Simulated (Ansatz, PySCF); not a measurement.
C3H9FSi, SMILES C[Si](C)(C)F. Atoms are numbered in the order given.

```xyz
14

C      0.5158     0.8916    -1.5455
Si    -0.0341     0.0009     0.0000
C      0.5158     0.8916     1.5455
C      0.5083    -1.7852     0.0000
F     -1.6751     0.0056     0.0000
H      1.6152     0.9240    -1.6107
H      0.1383     0.3864    -2.4481
H      0.1456     1.9285    -1.5569
H      0.1383     0.3864     2.4481
H      1.6152     0.9240     1.6107
H      0.1456     1.9285     1.5569
H      1.6074    -1.8624     0.0000
H      0.1323    -2.3124    -0.8905
H      0.1323    -2.3124     0.8906
```

Geometry: PBE0-D3(BJ)/def2-SVP.

Two levels are set side by side: PBE-D3(BJ)/def2-SVP (Ansatz, a first-principles code) and PBE0-D3(BJ)/def2-SVP (Ansatz). Each level has its own optimised geometry; the coordinates shown are those of the second. Frequencies come from the Hessian of PySCF at each geometry. Differences are taken from unrounded values.

| quantity | PBE0-D3(BJ) | PBE-D3(BJ) | PBE-D3(BJ) minus PBE0-D3(BJ) |
|---|---|---|---|
| mean bond length (Å) | 1.319 | 1.329 | 0.009 |
| bond C1–Si2 (Å) | 1.867 | 1.878 | 0.012 |
| bond Si2–C3 (Å) | 1.867 | 1.878 | 0.012 |
| bond Si2–C4 (Å) | 1.867 | 1.878 | 0.012 |
| bond Si2–F5 (Å) | 1.641 | 1.656 | 0.015 |
| bond C1–H6 (Å) | 1.102 | 1.110 | 0.008 |
| bond C1–H7 (Å) | 1.101 | 1.109 | 0.008 |
| bond C1–H8 (Å) | 1.101 | 1.109 | 0.008 |
| bond C3–H9 (Å) | 1.101 | 1.109 | 0.008 |
| bond C3–H10 (Å) | 1.102 | 1.110 | 0.008 |
| bond C3–H11 (Å) | 1.101 | 1.109 | 0.008 |
| bond C4–H12 (Å) | 1.102 | 1.110 | 0.008 |
| bond C4–H13 (Å) | 1.101 | 1.109 | 0.008 |
| bond C4–H14 (Å) | 1.101 | 1.109 | 0.008 |
| highest harmonic wavenumber (cm⁻¹) | 3166 | 3078 | -88 |
| mean harmonic wavenumber (cm⁻¹) | 1382 | 1341 | -41 |
| zero-point energy (kcal/mol) | 71.13 | 69.01 | -2.12 |

Exact exchange shortens and stiffens bonds; PBE has none. Differences between two approximate levels are no errors against the true value.
